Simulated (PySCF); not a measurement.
Electron correlation in Te³⁰⁺ (tellurium, charge +30)

[Ar] 3d4, high-spin 5D determinant. All numbers are calculated (PySCF 2.14, the spin-free X2C one-electron Hamiltonian (Gaussian nucleus), in an uncontracted even-tempered set (18 s from 4.4 bohr⁻², ratio 2.5; 12 p from 5.7 bohr⁻², ratio 2.5; 8 d from 5.7 bohr⁻², ratio 2.5; 4 f from 22 bohr⁻², ratio 2.7; 3 g from 33 bohr⁻², ratio 2.7)). Frozen: [Ne]; 12 electrons correlated; the 30 highest virtual orbitals of each spin left out.

MP2 pair energies summed by pair of shells (mhartree):

| pair | energy | share (%) |
| --- | --- | --- |
| 3p-3d | -189.74 | 40.1 |
| 3p-3p | -152.84 | 32.3 |
| 3s-3p | -47.79 | 10.1 |
| 3d-3d | -43.62 | 9.2 |
| 3s-3d | -31.79 | 6.7 |
| 3s-3s | -7.50 | 1.6 |

Total MP2 correlation energy: -473.29 mhartree.

At this charge the one-electron X2C treatment keeps the bare 1/r₁₂, with no two-electron picture change or Breit term. The effect here is smaller than on the frozen 1s shell; and a scalar Hamiltonian misses the large spin-orbit splitting of the p shells, which matters for ns² → np² pairs.
